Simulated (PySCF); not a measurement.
Simulated C 1s region for `C(C#C)P1CCC=C1C`, binding energy against the vacuum level.

Every computed line was given a Gaussian of 0.8 eV full width at half maximum and an area set by the number of equivalent atoms; the highest printed point is 100. The calculation used delta-SCF UKS SCAN, pcX-2 on the ionised atom, pcseg-1 elsewhere, spin-free X2C (PySCF).

binding energy (eV), intensity and a bar:
```
    288.7          0 
    288.8          1 
    288.9          1 
    289.0          3 #
    289.1          5 ##
    289.2         10 ###
    289.3         17 #####
    289.4         27 ########
    289.5         38 ###########
    289.6         51 ###############
    289.7         63 ###################
    289.8         74 ######################
    289.9         82 #########################
    290.0         88 ##########################
    290.1         92 ############################
    290.2         95 #############################
    290.3         98 #############################
    290.4        100 ##############################
    290.5        100 ##############################
    290.6         96 #############################
    290.7         90 ###########################
    290.8         80 ########################
    290.9         67 ####################
    291.0         54 ################
    291.1         41 ############
    291.2         30 #########
    291.3         20 ######
    291.4         13 ####
    291.5          8 ##
    291.6          4 #
    291.7          2 #
    291.8          1 
    291.9          0 
    292.0          0 
    292.1          0
```

How many maxima does the curve show, and how many computed lines lie under it?

The curve has 1 maximum (at 290.4 eV). Under it lie 8 lines from 8 inequivalent carbon sites. At this width some lines have no maximum of their own.

Decompose the envelope and assign each component. Numbering: `[CH:1]#[C:2][CH2:3][P:4]1[CH2:5][CH2:6][CH:7]=[C:8]1[CH3:9]`.

```csv
position (eV),relative area,line,atoms,environment
289.82,1,C 1s,C1,terminal alkyne carbon
289.84,1,C 1s,C7,alkene CH carbon
289.91,1,C 1s,C8,fully substituted alkene carbon
290.36,1,C 1s,C5,sp3 carbon bound to phosphorus
290.49,1,C 1s,C2,alkyne carbon
290.52,1,C 1s,C9,allylic carbon
290.71,1,C 1s,C6,allylic carbon
290.95,1,C 1s,C3,sp3 carbon bound to phosphorus
```

The listed C 1s values span 1.13 eV, from C1 (bonded to C (triple bond) and H) to C3 (bonded to C, 2 H and P). The widest gap between neighbouring values is 0.45 eV, between 289.91 and 290.36 eV. Summing the Pauling electronegativity differences to the bonded atoms, each weighted by its formal bond order, gives -0.35 for the lowest site and -1.06 for the highest; the largest sum, 0.00, belongs to C2, 0.46 eV below the top. The smallest sum, -1.06, belongs to C5, 0.54 eV above the lowest. The values 289.82 and 289.84 eV; the values 290.49 and 290.52 eV lie too close for their order to be trusted.

No satellites, vibrations or lifetime broadening are included. The unrestricted hole states depart most from a pure doublet (⟨S²⟩ = 0.75; over 0.85 named) for C 1s of C2 (0.87), which makes this value less certain. The structure is a single PBE0-D3(BJ)/def2-SVP conformer in the gas phase; no vibrational or solvent corrections.
